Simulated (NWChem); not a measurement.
System: imidazole (C$_{3}$H$_{4}$N$_{2}$); SMILES c1c[nH]cn1

Input file for NWChem:

```
start job
memory heap 200 mb stack 900 mb global 1100 mb
geometry units angstroms
  C     -0.912010    -0.731773     0.000000
  C     -0.955317     0.642114     0.000000
  N      0.357297     1.036866     0.000000
  C      1.118465    -0.089945     0.000000
  N      0.381394    -1.171466     0.000000
  H     -1.753408    -1.423850     0.000000
  H     -1.778719     1.351762     0.000000
  H      0.694548     1.990303     0.000000
  H      2.208340    -0.056252     0.000000
end
basis spherical
  * library sto-3g
end
dft
  xc pbe0
  iterations 150
end
driver
  maxiter 120
end
task dft optimize
task dft freq
```

Parts of the log:

```
             Northwest Computational Chemistry Package (NWChem) 7.3.0
             --------------------------------------------------------

 CS  symmetry detected

                             Geometry "geometry" -> ""
                             -------------------------

 Output coordinates in angstroms (scale by  1.889725989 to convert to a.u.)

  No.       Tag          Charge          X              Y              Z
 ---- ---------------- ---------- -------------- -------------- --------------
    1 C                    6.0000    -0.99027064    -0.61860730     0.00000000
    2 C                    6.0000    -0.87678816     0.75126960     0.00000000
    3 N                    7.0000     0.47224977     0.99392433     0.00000000
    4 C                    6.0000     1.10010119    -0.21226071     0.00000000
    5 N                    7.0000     0.24462580    -1.20277734     0.00000000
    6 H                    1.0000    -1.90503004    -1.21033055     0.00000000
    7 H                    1.0000    -1.61398996     1.55009665     0.00000000
    8 H                    1.0000     0.91591702     1.90273658     0.00000000
    9 H                    1.0000     2.18671970    -0.30294112     0.00000000

 Effective nuclear repulsion energy (a.u.)     163.5913552791

      Symmetry information
      --------------------

 Group name             Cs
 Group number              2
 Group order               2
 No. of unique centers     9

                                Z-matrix (autoz)
                                --------

 Units are Angstrom for bonds and degrees for angles

      Type          Name      I     J     K     L     M      Value
      ----------- --------  ----- ----- ----- ----- ----- ----------
    1 Stretch                  1     2                       1.37457
    2 Stretch                  1     5                       1.36610
    3 Stretch                  1     6                       1.08946
    4 Stretch                  2     3                       1.37069
    5 Stretch                  2     7                       1.08701
    6 Stretch                  3     4                       1.35981
    7 Stretch                  3     8                       1.01133
    8 Stretch                  4     5                       1.30880
    9 Stretch                  4     9                       1.09040
   10 Bend                     1     2     3               104.93254
   11 Bend                     1     2     7               132.56182
   12 Bend                     1     5     4               105.49947
   13 Bend                     2     1     5               110.58093
   14 Bend                     2     1     6               127.63295
   15 Bend                     2     3     4               107.30128
   16 Bend                     2     3     8               126.21777
   17 Bend                     3     2     7               122.50564
   18 Bend                     3     4     5               111.68577
   19 Bend                     3     4     9               122.26857
   20 Bend                     4     3     8               126.48095
   21 Bend                     5     1     6               121.78612
   22 Bend                     5     4     9               126.04566
   23 Torsion                  1     2     3     4           0.00000
   24 Torsion                  1     2     3     8         180.00000
   25 Torsion                  1     5     4     3           0.00000
   26 Torsion                  1     5     4     9         180.00000
   27 Torsion                  2     1     5     4           0.00000
   28 Torsion                  2     3     4     5          -0.00000
   29 Torsion                  2     3     4     9         180.00000
   30 Torsion                  3     2     1     5           0.00000
   31 Torsion                  3     2     1     6         180.00000
   32 Torsion                  4     3     2     7         180.00000
   33 Torsion                  4     5     1     6         180.00000
   34 Torsion                  5     1     2     7         180.00000
   35 Torsion                  5     4     3     8         180.00000
   36 Torsion                  6     1     2     7           0.00000
   37 Torsion                  7     2     3     8           0.00000
   38 Torsion                  8     3     4     9           0.00000

                           NWChem Geometry Optimization
                           ----------------------------

 maximum gradient threshold         (gmax) =   0.000450
 rms gradient threshold             (grms) =   0.000300
 maximum cartesian step threshold   (xmax) =   0.001800
 rms cartesian step threshold       (xrms) =   0.001200
 fixed trust radius                (trust) =   0.300000
 source of zmatrix                         =   autoz

          -------------------
          Energy Minimization
          -------------------

 Using diagonal initial Hessian
 Scaling for Hessian diagonals: bonds = 1.00  angles = 0.25  torsions = 0.10

          --------
          Step   0

                                 NWChem DFT Module
                                 -----------------

 Summary of "ao basis" -> "ao basis" (spherical)
 ------------------------------------------------------------------------------
       Tag                 Description            Shells   Functions and Types
 ---------------- ------------------------------  ------  ---------------------
 C                           sto-3g                  3        5   2s1p
 N                           sto-3g                  3        5   2s1p
 H                           sto-3g                  1        1   1s

      Symmetry analysis of basis
      --------------------------

        a'         24
        a"          5

            General Information
            -------------------
          SCF calculation type: DFT
          Wavefunction type:  closed shell.
          No. of atoms     :     9
          No. of electrons :    36
           Alpha electrons :    18
            Beta electrons :    18
          Charge           :     0
          Spin multiplicity:     1
          Use of symmetry is: on ; symmetry adaption is: on
          Maximum number of iterations: 150
          AO basis - number of functions:    29
                     number of shells:    19
          Convergence on energy requested:  1.00D-06
          Convergence on density requested:  1.00D-05
          Convergence on gradient requested:  5.00D-04

              XC Information
              --------------
                         PBE0 Method XC Functional
                     Hartree-Fock (Exact) Exchange  0.250
          PerdewBurkeErnzerhof Exchange Functional  0.750
            Perdew 1991 LDA Correlation Functional  1.000 local
           PerdewBurkeErnz. Correlation Functional  1.000 non-local

             Grid Information
             ----------------
          Grid used for XC integration:  medium
          Radial quadrature: Mura-Knowles
          Angular quadrature: Lebedev.
          Tag              B.-S. Rad. Rad. Pts. Rad. Cut. Ang. Pts.
          ---              ---------- --------- --------- ---------
          C                   0.70       49           9.0       434
          N                   0.65       49           9.0       434
          H                   0.35       45          10.0       434
          Grid pruning is: on
          Number of quadrature shells:   425
          Spatial weights used:  Erf1

      Superposition of Atomic Density Guess
      -------------------------------------

 Sum of atomic energies:        -220.63348513

      Non-variational initial energy
      ------------------------------

[...]

      ----------------------
      Optimization converged
      ----------------------

  Step       Energy      Delta E   Gmax     Grms     Xrms     Xmax
  ---- ---------------- -------- -------- -------- -------- --------
@    5    -223.11625520 -3.2D-07  0.00006  0.00002  0.00038  0.00115
                                     ok       ok       ok       ok

                                Z-matrix (autoz)
                                --------

 Units are Angstrom for bonds and degrees for angles

      Type          Name      I     J     K     L     M      Value     Gradient
      ----------- --------  ----- ----- ----- ----- ----- ---------- ----------
    1 Stretch                  1     2                       1.37389    0.00001
    2 Stretch                  1     5                       1.42195    0.00006
    3 Stretch                  1     6                       1.09207   -0.00001
    4 Stretch                  2     3                       1.40127    0.00005
    5 Stretch                  2     7                       1.09090   -0.00000
    6 Stretch                  3     4                       1.39605    0.00004
    7 Stretch                  3     8                       1.04019   -0.00003
    8 Stretch                  4     5                       1.35207   -0.00005
    9 Stretch                  4     9                       1.09445    0.00000
   10 Bend                     1     2     3               105.46833   -0.00002
   11 Bend                     1     2     7               132.90724    0.00000
   12 Bend                     1     5     4               103.20102    0.00003
   13 Bend                     2     1     5               112.08723   -0.00001
   14 Bend                     2     1     6               127.30092   -0.00000
   15 Bend                     2     3     4               106.93725    0.00000
   16 Bend                     2     3     8               126.15751    0.00001
   17 Bend                     3     2     7               121.62443    0.00002
   18 Bend                     3     4     5               112.30617    0.00000
   19 Bend                     3     4     9               121.56126    0.00000
   20 Bend                     4     3     8               126.90524   -0.00001
   21 Bend                     5     1     6               120.61184    0.00002
   22 Bend                     5     4     9               126.13257   -0.00000
   23 Torsion                  1     2     3     4           0.00000    0.00000
   24 Torsion                  1     2     3     8         180.00000    0.00000
   25 Torsion                  1     5     4     3           0.00000    0.00000
   26 Torsion                  1     5     4     9         180.00000    0.00000
   27 Torsion                  2     1     5     4           0.00000    0.00000
   28 Torsion                  2     3     4     5          -0.00000    0.00000
   29 Torsion                  2     3     4     9         180.00000    0.00000
   30 Torsion                  3     2     1     5           0.00000    0.00000
   31 Torsion                  3     2     1     6         180.00000    0.00000
   32 Torsion                  4     3     2     7         180.00000    0.00000
   33 Torsion                  4     5     1     6         180.00000    0.00000
   34 Torsion                  5     1     2     7         180.00000    0.00000
   35 Torsion                  5     4     3     8         180.00000    0.00000
   36 Torsion                  6     1     2     7           0.00000    0.00000
   37 Torsion                  7     2     3     8           0.00000    0.00000
   38 Torsion                  8     3     4     9           0.00000    0.00000

                         Geometry "geometry" -> "geometry"
                         ---------------------------------

 Output coordinates in angstroms (scale by  1.889725989 to convert to a.u.)

  No.       Tag          Charge          X              Y              Z
 ---- ---------------- ---------- -------------- -------------- --------------
    1 C                    6.0000    -1.01211033    -0.61883290     0.00000000
    2 C                    6.0000    -0.89750173     0.75026693     0.00000000
    3 N                    7.0000     0.47948281     1.01003286     0.00000000
    4 C                    6.0000     1.12671113    -0.22692505     0.00000000
    5 N                    7.0000     0.25628931    -1.26155955     0.00000000
    6 H                    1.0000    -1.93299052    -1.20585533     0.00000000
    7 H                    1.0000    -1.63179617     1.55702987     0.00000000
    8 H                    1.0000     0.92687587     1.94909543     0.00000000
    9 H                    1.0000     2.21857431    -0.30214213     0.00000000

[...]

 Rotational Constants
 --------------------
 A=   0.314880 cm-1  (  0.453032 K)
 B=   0.299255 cm-1  (  0.430552 K)
 C=   0.153434 cm-1  (  0.220753 K)

 Temperature                      =   298.15K
 frequency scaling parameter      =   1.0000

 Zero-Point correction to Energy  =   47.135 kcal/mol  (  0.075114 au)
 Thermal correction to Energy     =   49.468 kcal/mol  (  0.078832 au)
 Thermal correction to Enthalpy   =   50.060 kcal/mol  (  0.079775 au)

 Total Entropy                    =   65.180 cal/mol-K
   - Translational                =   38.553 cal/mol-K (mol. weight =  68.0374)
   - Rotational                   =   24.216 cal/mol-K (symmetry #  =        1)
   - Vibrational                  =    2.412 cal/mol-K

 Cv (constant volume heat capacity) =   12.969 cal/mol-K
   - Translational                  =    2.979 cal/mol-K
   - Rotational                     =    2.979 cal/mol-K
   - Vibrational                    =    7.010 cal/mol-K

[normal modes left out]

 ----------------------------------------------------------------------------
 Normal Eigenvalue ||           Projected Infra Red Intensities
  Mode   [cm**-1]  || [atomic units] [(debye/angs)**2] [(KM/mol)] [arbitrary]
 ------ ---------- || -------------- ----------------- ---------- -----------
    1       -0.000 ||    0.002342           0.054         2.283       1.747
    2       -0.000 ||    0.000763           0.018         0.744       0.569
    3       -0.000 ||    0.002163           0.050         2.109       1.613
    4       -0.000 ||    0.003234           0.075         3.153       2.412
    5        0.000 ||    0.000000           0.000         0.000       0.000
    6        0.000 ||    0.007088           0.164         6.910       5.286
    7      489.512 ||    0.090189           2.081        87.921      67.256
    8      653.165 ||    0.012678           0.292        12.359       9.454
    9      671.220 ||    0.000072           0.002         0.070       0.054
   10      790.859 ||    0.011635           0.268        11.343       8.677
   11      827.591 ||    0.018006           0.415        17.553      13.428
   12      923.776 ||    0.003820           0.088         3.724       2.849
   13      926.159 ||    0.000885           0.020         0.862       0.660
   14      960.482 ||    0.001378           0.032         1.343       1.027
   15     1120.211 ||    0.011016           0.254        10.739       8.215
   16     1147.877 ||    0.010463           0.241        10.200       7.802
   17     1189.073 ||    0.002429           0.056         2.368       1.811
   18     1209.802 ||    0.012706           0.293        12.386       9.475
   19     1309.815 ||    0.000247           0.006         0.241       0.184
   20     1439.265 ||    0.014644           0.338        14.275      10.920
   21     1557.423 ||    0.009822           0.227         9.575       7.324
   22     1609.591 ||    0.008494           0.196         8.280       6.334
   23     1664.820 ||    0.016606           0.383        16.189      12.384
   24     3543.818 ||    0.021695           0.501        21.149      16.178
   25     3544.879 ||    0.021588           0.498        21.045      16.098
   26     3577.840 ||    0.013622           0.314        13.279      10.158
   27     3829.822 ||    0.064481           1.488        62.860      48.085
 ----------------------------------------------------------------------------
```

Level: PBE0/STO-3G.
